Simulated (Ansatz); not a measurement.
Geometry optimisation of C3H5Al, SMILES `[CH3][Al]1[CH]=[CH]1`.

```yaml
crystal:
  periodic: [false, false, false]
  atoms:
    - {symbol: C, position_ang: [-0.611875, 1.435264, -1.117748]}
    - {symbol: Al, position_ang: [0.035069, -0.025892, 0.006953]}
    - {symbol: C, position_ang: [0.305040, -1.792491, 0.591819]}
    - {symbol: C, position_ang: [0.880568, -0.877093, 1.454651]}
    - {symbol: H, position_ang: [-0.679893, 1.130316, -2.181431]}
    - {symbol: H, position_ang: [-1.628768, 1.738270, -0.790384]}
    - {symbol: H, position_ang: [0.043164, 2.326659, -1.045487]}
    - {symbol: H, position_ang: [0.302361, -2.897607, 0.677335]}
    - {symbol: H, position_ang: [1.442935, -1.083526, 2.387191]}
basis:
  gaussian: {orbitals: def2-TZVP}
hamiltonian: {xc: pbe0, dispersion: d4}
relax: {f_tol: 0.005, max_steps: 150}
```

```sh
$ ansatz run in.yaml --threads 2 --pin off --events-out ev --progress --plain --max-ram 4352MiB
```

Output, abridged:

```
Functional definition: PBE0
mean field -9781.69500954 eV, -359.4706613297 hartree, gradient 8.7e-6 eV, S^2 0.000000; 0 other end points of the search recorded, 0 dependent functions left out
relax step   1: F+E_penalty+E_count = -9781.81590921 eV  Δ(F+E_penalty+E_count) = +0.000e0 eV  max|allowed force component| = 6.082e-1 eV/Å  Δτ_max = 0.0000 Å  (29 SCF iters, accepted)
mean field -9781.73285157 eV, -359.4720519984 hartree, gradient 1.2e-5 eV, S^2 0.000000; 0 other end points of the search recorded, 0 dependent functions left out
relax step   2: F+E_penalty+E_count = -9781.85424009 eV  Δ(F+E_penalty+E_count) = -3.833e-2 eV  max|allowed force component| = 2.344e-1 eV/Å  Δτ_max = 0.0255 Å  (33 SCF iters, accepted)
mean field -9781.73797586 eV, -359.4722403128 hartree, gradient 1.3e-5 eV, S^2 0.000000; 0 other end points of the search recorded, 0 dependent functions left out
relax step   3: F+E_penalty+E_count = -9781.85975647 eV  Δ(F+E_penalty+E_count) = -5.516e-3 eV  max|allowed force component| = 3.761e-2 eV/Å  Δτ_max = 0.0150 Å  (33 SCF iters, accepted)
mean field -9781.73802938 eV, -359.4722422796 hartree, gradient 1.2e-5 eV, S^2 0.000000; 0 other end points of the search recorded, 0 dependent functions left out
relax step   4: F+E_penalty+E_count = -9781.85980831 eV  Δ(F+E_penalty+E_count) = -5.184e-5 eV  max|allowed force component| = 1.747e-2 eV/Å  Δτ_max = 0.0014 Å  (32 SCF iters, accepted)
mean field -9781.73805410 eV, -359.4722431881 hartree, gradient 1.2e-5 eV, S^2 0.000000; 0 other end points of the search recorded, 0 dependent functions left out
relax step   5: F+E_penalty+E_count = -9781.85983930 eV  Δ(F+E_penalty+E_count) = -3.099e-5 eV  max|allowed force component| = 2.394e-3 eV/Å  Δτ_max = 0.0027 Å  (33 SCF iters, accepted)
mean field -9781.73805410 eV, -359.4722431881 hartree, gradient 1.2e-5 eV, S^2 0.000000; 1 other end points of the search recorded, 0 dependent functions left out
Total energy: -9781.85987159 eV, -359.4767198982 hartree
Atom 0 at    -0.608103     1.421072    -1.105319 Å, force    -0.000455     0.002394    -0.002130 eV/Å
Atom 1 at     0.030724    -0.029569     0.011079 Å, force     0.001218    -0.002388     0.001924 eV/Å
Atom 2 at     0.301144    -1.772517     0.584518 Å, force    -0.000450     0.000687     0.000056 eV/Å
Atom 3 at     0.870338    -0.866046     1.437645 Å, force    -0.000084     0.000290    -0.000719 eV/Å
Atom 4 at    -0.669835     1.118827    -2.152972 Å, force    -0.000381    -0.000473     0.000536 eV/Å
Atom 5 at    -1.609751     1.724997    -0.787988 Å, force    -0.000092     0.000127    -0.000375 eV/Å
Atom 6 at     0.042406     2.295302    -1.033407 Å, force     0.000010    -0.000543     0.000753 eV/Å
Atom 7 at     0.307780    -2.857758     0.678347 Å, force     0.000109    -0.000265    -0.000380 eV/Å
Atom 8 at     1.423898    -1.080409     2.350996 Å, force     0.000124     0.000170     0.000334 eV/Å
Dipole moment:    -0.114290     0.264619    -0.204988 e Å
```

It took 18 s on 2 threads of an Arm Neoverse V1 on a shared host, with 0.31 GiB of host memory at the peak.
